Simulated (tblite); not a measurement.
Compound: C5H12BN.
Bonds: B1–N2, N2–C3, C3–C4, C4–C5, C5–C6, C6–C7, C4–C7. Hydrogens: H8, H9 on B1; H10 on N2; H11, H12 on C3; H13 on C4; H14, H15 on C5; H16, H17 on C6; H18, H19 on C7.

Computed with GFN2-xTB (tblite), gas phase: L-BFGS steps from a force-field or distance-geometry start until the largest atomic force falls under 0.01 eV/Å.

Step 27: E = -571.3468 eV
```
atom  x, y, z in Å  |  force x, y, z in eV/Å
B1      3.2124   -0.5973    0.6080    0.112   0.071  -0.095
N2      2.0372   -0.2929   -0.0385   -0.070   0.055  -0.004
C3      0.9370    0.4767    0.5128   -0.089   0.001  -0.025
C4     -0.3730    0.3081   -0.2412   -0.012   0.016  -0.064
C5     -1.2169   -0.9824   -0.1494    0.053   0.098   0.007
C6     -2.4690   -0.0891   -0.0998   -0.020  -0.053  -0.016
C7     -1.5719    1.0763    0.3390    0.003  -0.037  -0.048
H8      3.3789   -0.1949    1.6956   -0.012  -0.134   0.057
H9      4.0272   -1.2001    0.0184    0.013  -0.004   0.055
H10     1.9151   -0.5212   -1.0158   -0.121  -0.010   0.091
H11     1.1782    1.5535    0.4844    0.037  -0.095   0.054
H12     0.7935    0.1942    1.5618    0.085   0.007  -0.069
H13    -0.2262    0.5766   -1.2916    0.038  -0.003   0.003
H14    -1.1381   -1.6889   -0.9776   -0.006   0.080   0.097
H15    -1.0563   -1.5066    0.7940    0.007   0.036  -0.103
H16    -3.2806   -0.3876    0.5569    0.046  -0.024   0.185
H17    -2.8937    0.0797   -1.0875    0.077  -0.003  -0.067
H18    -1.7730    2.0643   -0.0706   -0.061  -0.037   0.000
H19    -1.4905    1.1410    1.4243   -0.081   0.038  -0.059
```

Step 28: E = -571.3542 eV
```
atom  x, y, z in Å  |  force x, y, z in eV/Å
B1      3.2080   -0.6058    0.6056    0.098   0.061  -0.151
N2      2.0303   -0.2904   -0.0319   -0.069   0.069  -0.014
C3      0.9311    0.4798    0.5222   -0.097   0.009  -0.028
C4     -0.3721    0.3198   -0.2461    0.025  -0.069  -0.068
C5     -1.2055   -0.9758   -0.1519    0.020   0.054   0.012
C6     -2.4656   -0.0975   -0.0943   -0.013   0.023  -0.003
C7     -1.5783    1.0794    0.3289    0.124  -0.001  -0.052
H8      3.3819   -0.2068    1.6907    0.008  -0.125   0.111
H9      4.0153   -1.2133    0.0068   -0.019   0.022   0.081
H10     1.9038   -0.5152   -1.0095   -0.123  -0.012   0.094
H11     1.1719    1.5564    0.5095    0.076  -0.085   0.035
H12     0.7759    0.1884    1.5680    0.098  -0.006  -0.090
H13    -0.2127    0.5826   -1.2967    0.021   0.019   0.032
H14    -1.1289   -1.6795   -0.9804    0.011   0.040   0.059
H15    -1.0347   -1.4996    0.7890    0.015   0.015  -0.079
H16    -3.2667   -0.3949    0.5740    0.022  -0.055   0.183
H17    -2.8987    0.0644   -1.0784    0.043  -0.011  -0.091
H18    -1.7827    2.0596   -0.0942   -0.103   0.005   0.011
H19    -1.4819    1.1577    1.4117   -0.137   0.047  -0.044
```

Task: Estimate the geometry and energy of step 29. (The exact step hangs on the optimiser's Hessian estimate; all steps are aligned on step 28, rigid shifts and turns removed.)

Result: E = -571.3620 eV, largest force 0.196 eV/Å
```
atom  x, y, z in Å  |  force x, y, z in eV/Å
B1      3.2050   -0.6110    0.5998    0.054   0.039  -0.135
N2      2.0224   -0.2861   -0.0249   -0.037   0.061  -0.032
C3      0.9234    0.4834    0.5317   -0.047   0.009  -0.026
C4     -0.3709    0.3318   -0.2522    0.056  -0.122  -0.050
C5     -1.1935   -0.9676   -0.1550   -0.032  -0.011   0.021
C6     -2.4627   -0.1061   -0.0878    0.000   0.097   0.006
C7     -1.5839    1.0833    0.3170    0.187   0.033  -0.048
H8      3.3844   -0.2238    1.6874    0.026  -0.105   0.131
H9      4.0043   -1.2269   -0.0035   -0.046   0.052   0.080
H10     1.8884   -0.5103   -1.0010   -0.117  -0.018   0.063
H11     1.1672    1.5578    0.5365    0.099  -0.042   0.011
H12     0.7604    0.1820    1.5731    0.081  -0.025  -0.081
H13    -0.1973    0.5888   -1.3017    0.002   0.046   0.039
H14    -1.1191   -1.6695   -0.9822    0.023  -0.006  -0.008
H15    -1.0121   -1.4916    0.7813    0.032  -0.018  -0.014
H16    -3.2519   -0.4030    0.5955    0.031  -0.065   0.134
H17    -2.9024    0.0471   -1.0696   -0.010  -0.022  -0.087
H18    -1.7955    2.0553   -0.1186   -0.130   0.038   0.014
H19    -1.4759    1.1757    1.3969   -0.174   0.059  -0.020
```

The energy changes by -0.0079 eV. The first-order estimate −F·Δx gives -0.0108 eV and the mean of the old and new forces, exact on a quadratic surface, -0.0079 eV. The step makes an angle of 75° with the force vector and moves no atom by more than 0.028 Å.

The cost below is that of the whole relaxation. The run took 0.67 s wall on one thread, Arm Neoverse V1 (aarch64), no GPU, shared host.
